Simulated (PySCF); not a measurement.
Species: C6H12BP.
Structure used (PBE0-D3(BJ)/def2-SVP), in Å, numbered top down from 1:
```xyz
20
C6H12BP angstrom
B     -1.014    2.373   -0.712
P     -0.623    0.561   -0.280
C      1.069    0.131   -0.105
C      2.263   -0.081   -0.002
C      3.685   -0.332    0.123
C     -1.489   -0.342    1.086
C     -1.615   -1.582    0.175
C     -1.389   -0.868   -1.175
H     -2.237    2.357   -0.779
H     -0.572    3.025    0.222
H     -0.455    2.579   -1.779
H      3.935   -1.358   -0.187
H      4.260    0.367   -0.503
H      4.012   -0.202    1.166
H     -0.959   -0.456    2.040
H     -2.452    0.161    1.262
H     -0.797   -2.290    0.375
H     -2.565   -2.132    0.261
H     -0.783   -1.380   -1.933
H     -2.325   -0.513   -1.635
```

Linear response at CAM-B3LYP/def2-SVPD (PySCF, frozen core in the response, non-relativistic).

Static isotropic polarisability: 114.71 au (17.00 Å³), principal values 90.9, 112.1, 141.2 au.

Q: What is the polarisability at 1064 nm and at the sodium D line?

A: 115.87 au at 1064 nm (+1.0 %), 118.63 au at 589.3 nm (+3.4 %). The rise at 589.3 nm is 3.37 times that at 1064 nm; a pure ω² law gives 3.26. The lowest singlet lies at 222 nm, shorter than both wavelengths.

Q: What is the isotropic C6 coefficient between two such molecules, C6 = (3/π)∫α(iω)² dω?

A: 4864 au (Eh·bohr⁶) by a ten-point quadrature over imaginary frequencies, which is 2910 eV·Å⁶ or 280 J·nm⁶/mol.

Q: Which effective excitation energy ω̄ makes London's formula C6 = (3/4)α²ω̄ exact here?

A: ω̄ = 4·C6/(3α²) = 0.493 Eh = 13.4 eV. A one-pole form α(ω) = α/(1 − ω²/ω̄²) fitted to the 1064 nm value gives 11.6 eV. London's choice of the ionisation energy (9.42 eV, ΔSCF at the same level) gives C6 = 3420 au, 30 % too low.

Q: What three-body coefficient follows from the one-pole estimate C9 = (3/4)·α·C6?

A: 419000 au. This is an estimate from the two numbers above, not a computed integral.

Q: What n − 1 at the D line would an ideal gas of it have at 273.15 K and 1 atm (2.6868 × 10¹⁹ cm⁻³), by n − 1 = 2π·N·α′?

A: 29.68 × 10⁻⁴, a formal value whether or not that pressure can be reached.

Q: The lowest 10 singlets have (eV, f): 5.59, 0.003; 6.07, 0.009; 6.26, 0.003; 6.91, 0.011; 7.10, 0.009; 7.22, 0.111; 7.38, 0.001; 7.43, 0.015; 7.46, 0.299; 7.73, 0.000. What share of the static polarisability do they carry in the sum over states α = Σ f/ω²?

A: 6.37 au, 5.6 % of α; the largest term, 3.98 au, is that of the state at 7.46 eV. Their oscillator strengths add up to 0.46. Higher states carry the rest.

Q: How anisotropic is the static polarisability, by Δα² = ½[(α1 − α2)² + (α2 − α3)² + (α3 − α1)²]?

A: Δα = 43.8 au, or 0.38 of the isotropic value.

Q: What molar refraction at the D line follows from R = (4π/3)·N_A·α′, with α′ the polarisability volume?

A: α′ = 17.58 Å³ gives R = 44.34 cm³/mol, for isolated, non-vibrating species.

One conformer stands for the species.
